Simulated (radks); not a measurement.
Calculated with a radial shooting solver on a logarithmic mesh with Libxc functionals: scalar-relativistic Kohn-Sham, PBE, spin-polarised, spherical densities, finite nucleus; open shells are filled with parallel spins first (spin-orbit coupling, left out, can overturn this in heavy ions); Fermi nuclear charge, rms radius of each element as measured or else 0.836 A^(1/3) + 0.57 fm. Response by self-consistent Sternheimer equations with the Hartree and adiabatic LDA kernel, the relativistic mass of each level held fixed and spin-orbit coupling left out. For heavy and open-shell atoms this level of theory can miss by tens of per cent. Estimate the static dipole polarisabilities of Fe3+ ([Ar] 3d5) and W ([Xe] 4f14 5d4 6s2) and the C6 coefficients of the three pairs.

Answer. alpha = 1.964 and 69.15 bohr^3; C6 = 4.815 (Fe3+-Fe3+), 46.62 (Fe3+-W), 840.0 (W-W) hartree bohr^6.
